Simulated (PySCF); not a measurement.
Gas-phase equilibrium of 1 mol AsH₃, 87 mol H₂ at 1000 K and 0.100 bar, among 7 species (As, AsH₃, As₂, H, H₂, As₄, AsH₂). Only gases are allowed; each row takes one source of thermochemistry for all species, and Cantera finds the minimum.

Method: PySCF energies plus ideal-gas RRHO corrections (1 bar). † marks an energy on the PBE0/def2-TZVP geometry and frequencies. MP2 freezes the core. Open shells (unrestricted) among the columns below: As (multiplicity 4), H (multiplicity 2), AsH₂ (multiplicity 2); the rest are closed-shell singlets. B3LYP is the form with VWN-RPA correlation. As: all electrons, no relativistic terms. AsH₂: computed as isolated molecules; such fragments, hydroxides, amides, oligomers or adducts are transient or little studied in the gas. MP2 isn't extrapolated to the basis-set limit. The harmonic model lacks anharmonicity and excited electronic states, which grow with temperature; levels with a mode under 35 cm⁻¹ are left out.

Molecules larger than those listed are left out.

Mole fractions:

| thermochemistry | x H₂ | x As | x As₂ | x As₄ | x AsH₃ | x H | x AsH₂ |
|---|---|---|---|---|---|---|---|
| B3LYP/def2-TZVP† | 1.00 | 9.6e-9 | 0.0034 | 0.0011 | 3.2e-6 | 6.6e-9 | 1.0e-6 |
| BLYP/def2-TZVP† | 0.99 | 1.8e-9 | 0.0054 | 0.00013 | 6.1e-7 | 7.8e-9 | 2.4e-7 |
| HF/def2-TZVP† | 0.99 | 0.011 | 9.3e-9 | <1e-12 | 1.2e-7 | 5.4e-6 | 4.4e-6 |
| MP2/def2-SVP† | 0.99 | 1.1e-6 | 0.0051 | 0.00024 | 1.1e-6 | 1.3e-7 | 2.7e-7 |
| PBE0/def2-SVP† | 1.00 | 1.2e-8 | 0.00013 | 0.0027 | 2.3e-5 | 4.7e-8 | 2.2e-6 |
| LDA/def2-TZVP† | 1.00 | <1e-12 | 4.9e-6 | 0.0028 | 1.0e-5 | 3.1e-9 | 3.5e-8 |
The most sensitive of these is As: it spans a factor of 10^10.0 over these rows; at this temperature one factor of ten is RT ln 10 = 19 kJ/mol.
